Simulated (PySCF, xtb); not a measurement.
C₃H₆FNSi, SMILES F[C@@H]1CN=C[SiH2]1. The values are those of a single conformer.

Harmonic wavenumbers (cm⁻¹) from GFN2-xTB (xtb 6.7.1) at its own minimum, in rising order: 59, 254, 315, 371, 466, 500, 524, 605, 634, 701, 746, 786, 802, 909, 978, 1014, 1051, 1153, 1180, 1234, 1285, 1302, 1433, 1683, 2289, 2336, 2935, 2948, 2967, 3037.

**Question.** What does PySCF with PBE-D3(BJ)/def2-SVP give at its own minimum? (An estimate is asked for; the answer gives what the named calculation found.)

**Answer.** 99, 233, 298, 362, 497, 538, 592, 610, 657, 726, 797, 828, 875, 899, 919, 974, 1041, 1114, 1197, 1246, 1274, 1287, 1361, 1614, 2153, 2188, 2967, 3003, 3020, 3040. Paired by order, the mean absolute difference is 41 cm⁻¹ and the zero-point energies are 52.2 and 52.0 kcal/mol.
